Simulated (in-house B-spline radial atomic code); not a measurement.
Yb²⁺. Computed with a B-spline radial atomic code. Model: non-relativistic spherical atom: semilocal Troullier-Martins pseudo-atom, one channel per l, against all electrons, high spin, G0W0 and RPA with empty states to l = 8, local potential for every l without a channel, a model core (radius 0 = none) keeps its share of the functional.

Without relativity these are model numbers for so heavy an element.

What the tables leave out is listed at the end.

The pseudopotential gives back the lowest level of each angular momentum of its own functional in the configuration it was made in; a second state of the same l is only approximately right. Exact exchange, RPA and GW see the smooth pseudo-orbitals and miss the exchange with the core, for which the functional's share stands in. The column with an uncorrelated core keeps all orbitals and exact exchange, and so separates missing core correlation from pseudisation. Only the three outermost levels and the lowest empty one were computed. RPA here is direct RPA, with no exchange kernel, and its energies carry an (l + 1/2)⁻⁴ tail. A hybrid on a potential with a model core restores only its own semilocal share of the core's exchange.

Command:
```bash
python run_psgw.py task.json out
```
Settings (lengths in bohr, energies in hartree):
```
Z                      70
electrons              68
configuration          [Xe] 4f14
generated_in           [Xe] 4f14
functional             lda,vwn
core_shells            10
radius_factor          1.3
core_correction        False
```

Time taken, with all properties: 24 s on 1 thread of AMD EPYC 7R43 64-Core Processor (Zen 3), on a shared host.

Given: made with LDA VWN5; model core radius 0 bohr; local radius 1.918 bohr; mean-field start LDA VWN5.

Valence shells of the generating configuration: 5p, 4f.

Channel: s 3.4, p 1.657, d 2.358, f 2.097 (radii in bohr).

Computed: largest level miss in the spin-unpolarised generating configuration 0 eV; valence RPA correlation energy all-electron orbitals -1.6454 hartree; valence RPA correlation energy pseudo -2.4317 hartree; all-electron RPA polarisability, core included 5.8716 bohr³.

```
     level  occupied  mean-field all-electron (eV)  mean-field pseudo minus all (eV)  G0W0 all-electron (eV)  G0W0 uncorrelated core minus all (eV)  G0W0 pseudo minus all (eV)  exchange self-energy all-electron (eV)  exchange self-energy pseudo (eV)
        4f         1                       -21.875                                 0                 -30.251                                 -0.165                        5.33                                 -75.273                           -36.629
5d (empty)         0                       -13.974                                 0                 -9.6897                                  0.118                       0.376                                 -7.7823                           -6.8566
```

Problem. What is the pseudo-atom RPA polarisability?

Solution. 5.8921 bohr³.

Given: mean-field start PBE0.

Computed: valence RPA correlation energy pseudo -2.369 hartree; all-electron RPA polarisability, core included 5.2318 bohr³; pseudo-atom RPA polarisability 5.5515 bohr³.

| level | occupied | mean-field all-electron (eV) | mean-field pseudo minus all (eV) | G0W0 all-electron (eV) | G0W0 uncorrelated core minus all (eV) | G0W0 pseudo minus all (eV) | exchange self-energy all-electron (eV) | exchange self-energy pseudo (eV) |
| --- | --- | --- | --- | --- | --- | --- | --- | --- |
| 4f | 1 | -24.674 | 1.354 | -30.249 | -0.227 | 5.039 | -75.705 | -36.605 |
| 6s (empty) | 0 | -12.986 | -0.331 | -11.218 | 0.004 | -0.45 | -2.0863 | -1.8977 |

Problem. What is the valence RPA correlation energy all-electron orbitals?

Solution. -1.5589 hartree.

Given: mean-field start Hartree-Fock.

Computed: valence RPA correlation energy all-electron orbitals -1.3607 hartree; valence RPA correlation energy pseudo -2.2088 hartree; all-electron RPA polarisability, core included 4.1825 bohr³.

| level | occupied | mean-field all-electron (eV) | mean-field pseudo minus all (eV) | G0W0 all-electron (eV) | G0W0 uncorrelated core minus all (eV) | G0W0 pseudo minus all (eV) | exchange self-energy all-electron (eV) | exchange self-energy pseudo (eV) |
| --- | --- | --- | --- | --- | --- | --- | --- | --- |
| 4f | 1 | -33.414 | 7.193 | -30.001 | -0.322 | 2.628 | -76.888 | -36.181 |
| 6s (empty) | 0 | -10.5 | -0.969 | -11.089 | 0.006 | -0.629 | -1.3469 | -1.7722 |

Problem. What is the pseudo-atom RPA polarisability?

Solution. 5.0336 bohr³.

Among the listed levels the largest G0W0 shift of the pseudo-atom is +5.33 eV, for 4f on the LDA VWN5 start, while leaving the core uncorrelated moves that level by -0.17 eV. So pseudisation and the lost core exchange, not the missing core correlation, make the error. Not in the tables (levels of low weight, unsolved or above zero; the highest and the empty levels are kept at any weight): on LDA the G0W0 levels 5p (pseudo minus all -0.29 eV, weights 0.69 and 0.87); on PBE0 the G0W0 levels 5p (pseudo minus all -0.23 eV, weights 0.57 and 0.83); on Hartree-Fock the G0W0 levels 5p (pseudo minus all -1.26 eV, weights 0.46 and 0.96).
